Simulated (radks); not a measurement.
Values are calculated unless marked as measured or tabulated.
The oxygen anion O2-, [Ne], held by a Watson sphere: a shell of charge +2 at radius R that stands for the Madelung well of a crystal (potential energy -2/R inside, -2/r outside, in hartree with lengths in bohr). Code: a radial shooting solver on a logarithmic mesh with Libxc functionals. Model: non-relativistic Kohn-Sham, PBEsol, spin-polarised, spherical densities, point nucleus. Response by self-consistent Sternheimer equations with the Hartree and adiabatic LDA kernel. The sphere does not respond.

| R (bohr) | e(1s) (eV) | e(2s) (eV) | e(2p) (eV) | <r> 2p (bohr) | sum of <r^2> (bohr^2) | X-ray form factor at sin(theta)/lambda = 0.3 1/angstrom | alpha (bohr^3) |
|---|---|---|---|---|---|---|---|
| 1.66 | -506.07 | -23.599 | -9.006 | 1.406 | 19.27 | 4.280 | 10.37 |
| 1.81 | -506.18 | -22.816 | -8.414 | 1.444 | 20.34 | 4.210 | 12.07 |
| 2.51 | -505.91 | -19.987 | -6.075 | 1.605 | 25.25 | 4.058 | 24.06 |
| 2.64 | -505.79 | -19.594 | -5.721 | 1.632 | 26.17 | 4.049 | 27.24 |
| 2.71 | -505.72 | -19.397 | -5.540 | 1.646 | 26.67 | 4.046 | 29.11 |
| 2.9 | -505.52 | -18.907 | -5.082 | 1.683 | 28.04 | 4.039 | 34.77 |
| 3.27 | -505.15 | -18.121 | -4.315 | 1.754 | 30.78 | 4.036 | 48.81 |
| 3.9 | -504.58 | -17.160 | -3.322 | 1.867 | 35.83 | 4.038 | 85.30 |
